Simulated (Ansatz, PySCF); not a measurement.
Energy difference 2 R1 + R2 → P1, each structure at its B3LYP-D3(BJ)/def2-TZVP stationary point, reached from a drawn start (curvature not checked).
P1: H6S (SMILES [H][S]([H])([H])([H])([H])[H]), charge 0, multiplicity 1.
R1: H2 (SMILES [H][H]), charge 0, multiplicity 1.
R2: H2S (SMILES S), charge 0, multiplicity 1.

P less R. No zero-point or thermal terms.

Frozen-core correlation throughout. CBS(a, b) extrapolates the correlation energy as X⁻³ and adds the Hartree–Fock energy of set b.

Programs: Ansatz (Gaussian basis) for Hartree–Fock, density functionals and correlated methods; PySCF for the D3/D4 terms. All values are computed, each at the level named.

PBE/def2-TZVPP gives 4.195 eV for the reaction energy.

Question: Predict the shift from PBE, with its sign, for: PBE-D3(BJ)/def2-TZVPP, r2SCAN/def2-TZVPP, B3LYP/def2-TZVPP, wB97M-V/def2-TZVPP, B2PLYP/def2-TZVPP, MP2/CBS(cc-pV(T+d)Z, cc-pV(Q+d)Z), CCSD(T)/CBS(cc-pV(T+d)Z, cc-pV(Q+d)Z).

Answer: PBE-D3(BJ)/def2-TZVPP -0.064; r2SCAN/def2-TZVPP 0.162; B3LYP/def2-TZVPP 0.476; wB97M-V/def2-TZVPP 0.570; B2PLYP/def2-TZVPP 0.547; MP2/CBS(cc-pV(T+d)Z, cc-pV(Q+d)Z) 0.521; CCSD(T)/CBS(cc-pV(T+d)Z, cc-pV(Q+d)Z) 0.558 eV. 6 of 7 lie above PBE; the widest gap is to wB97M-V/def2-TZVPP.

Ansatz is a quantum-chemistry and plane-wave program.
